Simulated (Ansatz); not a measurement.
```yaml
crystal:
  periodic: [false, false, false]
  atoms:
    - {symbol: C, position_ang: [2.659114, 0.063502, 0.525917]}
    - {symbol: C, position_ang: [1.501575, -0.297607, 0.493592]}
    - {symbol: Al, position_ang: [-0.284653, -0.997058, 0.529420]}
    - {symbol: C, position_ang: [-1.674442, 0.029622, -0.396119]}
    - {symbol: H, position_ang: [3.674965, 0.388230, 0.549530]}
    - {symbol: H, position_ang: [-1.722817, 1.035468, 0.035083]}
    - {symbol: H, position_ang: [-1.395255, 0.140859, -1.449506]}
    - {symbol: H, position_ang: [-2.666387, -0.420115, -0.343717]}
basis:
  gaussian: {orbitals: cc-pVTZ-PP, point_charges: [{charge: 0.50, position_ang: [7.018, -0.033, 0.497]}]}
magnetization: {spin_polarized: true, initial_magnetization: 1}
hamiltonian: {xc: {name: PBE-QIDH}}
output: {forces: true}
```

```sh
$ ansatz run in.yaml --threads 2 --pin off --events-out ev --progress --plain --max-ram 32768MiB --backend cpu
```

Output, abridged:

```
Functional definition: PBE-QIDH
Error: <dir> the basis set cc-pVTZ-PP has no functions for C
```

(1) What is wrong with this run?

Answers

(1) The basis set is misnamed or doesn't suit the job. The program refused the input.
